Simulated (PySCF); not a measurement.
## Shifts of the heteroatoms

Geometry:
| atom | x (Å) | y (Å) | z (Å) |
| --- | --- | --- | --- |
| C1 | -2.195 | -1.926 | 0.727 |
| C2 | -1.063 | -1.972 | 0.043 |
| Si3 | -0.203 | -0.493 | -0.744 |
| N4 | -1.084 | 0.888 | -0.198 |
| C5 | -1.681 | 1.821 | -0.766 |
| C6 | 1.532 | -0.265 | -0.041 |
| C7 | 2.250 | 1.046 | -0.195 |
| C8 | 1.774 | 0.616 | 1.152 |
| H9 | -2.653 | -2.803 | 1.159 |
| H10 | -2.713 | -0.995 | 0.889 |
| H11 | -0.580 | -2.931 | -0.092 |
| H12 | -0.105 | -0.694 | -2.204 |
| H13 | -1.774 | 1.940 | -1.850 |
| H14 | -2.157 | 2.593 | -0.165 |
| H15 | 2.163 | -1.144 | -0.101 |
| H16 | 1.731 | 1.859 | -0.681 |
| H17 | 3.312 | 1.033 | -0.397 |
| H18 | 0.928 | 1.132 | 1.577 |
| H19 | 2.508 | 0.302 | 1.880 |

Computed data (PySCF 2.14.0 with density-fitted response routines): GIAO PBE0/pcSseg-1 shieldings, geometry from GFN2-xTB. One computed conformer, non-relativistic Hamiltonian, isolated molecule.

Q: Where does $^{29}$Si resonate?

A: 
| atoms | environment | σ (ppm) | δ (ppm) |
| --- | --- | --- | --- |
| Si3 | silicon bonded to 2 C, N, H | 374.2 | -27.6 |

Shieldings were converted by a linear fit to measured shifts: $^{29}$Si (scatter 8.9 ppm rms, 25.8 ppm with the 6 outliers that the fit left out vs TMS, solution or neat liquid). Occasional misses reach two or three times the rms, and more in compound classes unlike the fitted ones.

On a 600 MHz spectrometer $^{29}$Si resonates near 119.2 MHz, so 1 ppm is 119.2 Hz.

Q: Where does $^{15}$N resonate?

A: 
```
atoms     environment  σ (ppm)  δ (ppm)
   N4  imine nitrogen   -153.9     -6.2
```

Shieldings were converted by a linear fit to measured shifts: $^{15}$N: δ = -148.07 − 0.921σ (rms 6.3 ppm, 71 shifts vs CH3NO2, solution or neat liquid). A few per cent of atoms miss by over 2 rms, more outside the fitted compound classes.

On a 400 MHz spectrometer $^{15}$N resonates near 40.5 MHz, so 1 ppm is 40.5 Hz.
